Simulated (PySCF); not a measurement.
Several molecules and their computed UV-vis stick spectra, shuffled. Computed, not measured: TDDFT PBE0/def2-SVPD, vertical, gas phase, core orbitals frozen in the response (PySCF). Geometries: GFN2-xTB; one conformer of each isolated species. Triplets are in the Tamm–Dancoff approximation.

A. `C#CC(=O)OCC(Cl)Cl`
B. `CCO[C@H]1N=C1C#N`
C. `O=C(O)CO[SiH2]N[SiH3]`

Lowest singlet levels (six at most, fewer where fewer were computed) with oscillator strengths:

1. 208 nm (f 0.000); 208 nm (f 0.001); 202 nm (f 0.002); 195 nm (f 0.003); 180 nm (f 0.001); 172 nm (f 0.007); T1 5.42 eV
2. 329 nm (f 0.001); 273 nm (f 0.000); 210 nm (f 0.045); 203 nm (f 0.002); 187 nm (f 0.009); 180 nm (f 0.052); T1 3.17 eV
3. 253 nm (f 0.000); 217 nm (f 0.000); 204 nm (f 0.114); 200 nm (f 0.011); 197 nm (f 0.001); 181 nm (f 0.006); T1 4.45 eV

Task: Match each spectrum to its molecule.

Result: 1 = C, 2 = B, 3 = A.
- A: S1 at 4.90 eV, HOMO→LUMO (74%), HOMO-2→LUMO (17%); Löwdin shares by element: HOMO carbon 28% or more, oxygen 28% or more, chlorine 14% or more (atoms not listed hold the other 29%); LUMO carbon 62% or more, oxygen 21% or more (atoms not listed hold the other 17%); HOMO -8.70 and LUMO -1.88 eV.
- B: S1 at 3.77 eV, HOMO→LUMO (89%), HOMO-1→LUMO (10%); Löwdin shares by element: HOMO nitrogen 31% or more, carbon 27% or more, oxygen 24% (atoms not listed hold the other 19%); LUMO nitrogen 54%, carbon 42% or more; HOMO -8.32 and LUMO -2.77 eV.
- C: S1 at 5.96 eV, HOMO→LUMO (96%); Löwdin shares by element: HOMO nitrogen 54%, silicon 21%, hydrogen 7% or more (atoms not listed hold the other 18%); LUMO carbon 48%, oxygen 42% or more; HOMO -7.27 and LUMO -0.36 eV.
